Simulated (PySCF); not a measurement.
**C₆ coefficients of unlike pairs at BLYP**

Calculated with PySCF 2.14 from the dipole response of each species, C₆(A,B) = (3/π) ∫ α_A(iu) α_B(iu) du, in atomic units, from isotropic polarisabilities. For ions this is the dispersion term alone; charge-induced terms of lower order in 1/R come first.

```tsv
species	configuration	basis	relativity	α (bohr³)	C₆ (like pair)
In	[Kr] 4d10 5s2 5p1 (2P)	aug-cc-pwCVDZ-PP with ECP28MDF (6s5p4d1f)	core potential	78.09	788.8
S³⁺	[Ne] 3s2 3p1 (2P)	aug-cc-pV(T+d)Z with one added diffuse shell each of s, p, d, f type (7s6p5d3f)	none	5.280	13.93
Li	[He] 2s1 (2S)	x2c-TZVPPall with one added diffuse shell each of s, p type (6s4p1d)	spin-free X2C	130.7	993.3
Re²⁺	[Xe] 4f14 5d5 (6S)	x2c-TZVPPall with one added diffuse shell each of s, p, d, f type (12s8p8d4f1g)	spin-free X2C	12.66	78.87
```

Estimate C₆ for Re²⁺ with Li.

The integral gives 172.4. The combination rule 2 C_A C_B / (C_A α_B/α_A + C_B α_A/α_B) gives 172.1 and the geometric mean 279.9.

No spin-orbit coupling is included.

The other pairs:

```csv
pair,C₆
"Li, S³⁺",73.25
"Re²⁺, In",214.0
"Re²⁺, S³⁺",32.94
"Li, In",805.7
"S³⁺, In",91.08
```
